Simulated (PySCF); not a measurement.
Single point on GeS

State: ¹Σ⁺ (singlet), closed shell.

An equivalent input (the run itself took its basis sets from the Basis Set Exchange, started from a PBE0 density and held the occupation σ 12α 12β, πx 5α 5β, πy 5α 5β, δx 1α 1β, δy 1α 1β):

```python
from pyscf import gto, scf, cc
mol = gto.M(atom='Ge 0 0 0; S 0 0 2.019', basis={'Ge': 'def2-TZVPP', 'S': 'def2-TZVPP'},
            charge=0, spin=0, verbose=4, symmetry='C2v')
mf = scf.RHF(mol)
mf.irrep_nelec = {'A1': 26, 'A2': 2, 'B1': 10, 'B2': 10}
mf.conv_tol = 1e-9
mf.max_cycle = 60
mf.diis_space = 10
mf.kernel()
mycc = cc.CCSD(mf, frozen=[0, 1, 2, 3, 4, 5, 6, 7, 8, 9, 10, 11, 12, 13])
mycc.run(conv_tol=1e-7, conv_tol_normt=1e-5, max_cycle=80, diis_space=8)
et = mycc.ccsd_t()
```

The SCF ended at -2472.94257180 hartree. The coupled-cluster part of the log:

```
******** <class 'pyscf.cc.ccsd.CCSD'> ********
CC2 = 0
CCSD nocc = 10, nmo = 76
frozen orbitals [0, 1, 2, 3, 4, 5, 6, 7, 8, 9, 10, 11, 12, 13]
max_cycle = 80
direct = 0
conv_tol = 1e-07
conv_tol_normt = 1e-05
diis_space = 8
diis_start_cycle = 0
diis_start_energy_diff = 1e+09
Init t2, MP2 energy = -2473.33290515801  E_corr(MP2) -0.390333356240808
Init E_corr(CCSD) = -0.390333356243304
cycle = 1  E_corr(CCSD) = -0.384103153672666  dE = 0.00623020257  norm(t1,t2) = 0.077609
cycle = 2  E_corr(CCSD) = -0.399528218936969  dE = -0.0154250653  norm(t1,t2) = 0.0290873
cycle = 3  E_corr(CCSD) = -0.398779795477578  dE = 0.000748423459  norm(t1,t2) = 0.0191541
cycle = 4  E_corr(CCSD) = -0.400629205891008  dE = -0.00184941041  norm(t1,t2) = 0.00784418
cycle = 5  E_corr(CCSD) = -0.40094894240615  dE = -0.000319736515  norm(t1,t2) = 0.00231004
cycle = 6  E_corr(CCSD) = -0.400661564997105  dE = 0.000287377409  norm(t1,t2) = 0.000915516
cycle = 7  E_corr(CCSD) = -0.400678802082951  dE = -1.72370858e-05  norm(t1,t2) = 0.000204852
cycle = 8  E_corr(CCSD) = -0.400687236627748  dE = -8.4345448e-06  norm(t1,t2) = 4.64064e-05
cycle = 9  E_corr(CCSD) = -0.400685162981729  dE = 2.07364602e-06  norm(t1,t2) = 1.46793e-05
cycle = 10  E_corr(CCSD) = -0.40068493913228  dE = 2.23849449e-07  norm(t1,t2) = 2.64861e-06
cycle = 11  E_corr(CCSD) = -0.400685100027309  dE = -1.60895028e-07  norm(t1,t2) = 8.84308e-07
cycle = 12  E_corr(CCSD) = -0.40068505081304  dE = 4.92142688e-08  norm(t1,t2) = 2.55482e-07
CCSD converged
E(CCSD) = -2473.343256852587  E_corr = -0.40068505081304
CCSD(T) correction = -0.0227253436649309
```

T1 diagnostic 0.020, D1 0.054, 20 electrons correlated.

Repeating this along the bond gives Re = 2.029 Å and ωe = 575 cm⁻¹.

A point of this curve took 19 CPU seconds beside 0.47 for the integrals, on Arm Neoverse V2 (shared host).

Correlated steps freeze 14 core orbitals.
